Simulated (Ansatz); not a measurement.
Species: GeNH₄, charge 0, doublet. GeNH4 (SMILES [NH][GeH3], doublet).
B3LYP-D3(BJ)/def2-TZVP minimum from Ansatz (a first-principles code):
```xyz
6

Ge     0.2747     0.1182     0.1230
N     -1.3612    -0.5949    -0.4695
H      1.4403    -0.6933    -0.4800
H      0.3902     1.5893    -0.3276
H      0.2890     0.0226     1.6534
H     -1.3822    -0.5361    -1.4948
```
Charge 0, spin multiplicity 2.

Quantity: atomisation energy (electronic, to ground-state atoms), in kJ/mol. Open shells are spin-unrestricted; no spin-orbit coupling. Cores are frozen in correlated methods (noble-gas shells, and filled d and f shells in the p block). No relativity. CBS(X,Y): correlation extrapolated as X^-3, Hartree-Fock from the larger set. A bracket is a step between two methods taken in the basis named. Double hybrids freeze cores in their MP2 part. For partners of very few electrons the exact lower level stands in for a higher one.

CCSD(T)/CBS(cc-pVTZ,cc-pVQZ) + [CCSDT(Q) - CCSD(T)]/cc-pVTZ (Ansatz) gives 1520.1 kJ/mol.

Question: How far off this value is PBE/def2-TZVPD (Ansatz), in which direction, and how far these levels: B3LYP/def2-TZVPD, PBE0/def2-TZVPD, wB97M-V/def2-TZVPD, B2PLYP/def2-TZVPD, CCSD(T)/CBS(cc-pVTZ,cc-pVQZ)?

Answer: PBE gives 1528.6 kJ/mol, 8.5 kJ/mol above it. Differences of the others: B3LYP/def2-TZVPD (Ansatz) 4.7; PBE0/def2-TZVPD (Ansatz) -16.6; wB97M-V/def2-TZVPD (Ansatz) -1.2; B2PLYP/def2-TZVPD (Ansatz) -23.8; CCSD(T)/CBS(cc-pVTZ,cc-pVQZ) (Ansatz) -1.7 kJ/mol.
